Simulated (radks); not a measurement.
The numbers below are computed, except where a source is named.
The lutetium ion Lu14+, configuration [Kr] 4d10 4f10 5s1.

Code: a radial shooting solver on a logarithmic mesh with Libxc functionals. Model: scalar-relativistic Kohn-Sham, BLYP, spin-polarised, spherical densities, finite nucleus; open shells are filled with parallel spins first (spin-orbit coupling, left out, can overturn this in heavy ions); Fermi nuclear charge, rms radius 5.37 fm.

Energy parts (Ry):
part                       energy
total                 -28993.0394
kinetic                31683.1977
electron-nucleus      -70164.4153
Hartree                10068.7901
exchange-correlation    -580.6120

Orbitals (lengths in bohr, moments of r in powers of bohr):
| orbital | occ. | eigenvalue (Ry) | <1/r> |
|---|---|---|---|
| 1s up | 1 | -4669.922 | 82.19 |
| 1s down | 1 | -4669.909 | 82.19 |
| 2s up | 1 | -813.4332 | 19.18 |
| 2s down | 1 | -813.4194 | 19.18 |
| 2p up | 3 | -718.4619 | 17.56 |
| 2p down | 3 | -718.4498 | 17.56 |
| 3s up | 1 | -201.5724 | 7.090 |
| 3s down | 1 | -201.3782 | 7.095 |
| 3p up | 3 | -173.0587 | 6.589 |
| 3p down | 3 | -172.8642 | 6.594 |
| 3d up | 5 | -138.7655 | 6.237 |
| 3d down | 5 | -138.6150 | 6.241 |
| 4s up | 1 | -57.50411 | 3.030 |
| 4s down | 1 | -57.13140 | 3.028 |
| 4p up | 3 | -48.03349 | 2.775 |
| 4p down | 3 | -47.66783 | 2.773 |
| 4d up | 5 | -35.65425 | 2.487 |
| 4d down | 5 | -35.28955 | 2.485 |
| 4f up | 7 | -21.78904 | 2.101 |
| 4f down | 3 | -21.41089 | 2.098 |
| 5s up | 1 | -22.90905 | 1.369 |
| 5s down | 0 | -22.59556 | 1.361 |

The highest occupied level is 4f down at -291.31 eV. The configuration is held as typed, so some empty levels lie below it. The density falls to 0.001 e/bohr^3 at r = 1.93 bohr. Summed over all electrons, <r^2> = 11.46 bohr^2, which gives a Langevin (diamagnetic) susceptibility term of -9.07 x 10^-6 cm^3/mol. The electron density at the nucleus is 1.177e+06 e/bohr^3 (large components only). Spin moment in Bohr magnetons: 5. The spin density at the nucleus is 878.1 e/bohr^3 (1s 2.8, 2s -0.8, 3s -20.4, 4s 7.5, 5s 889.1).
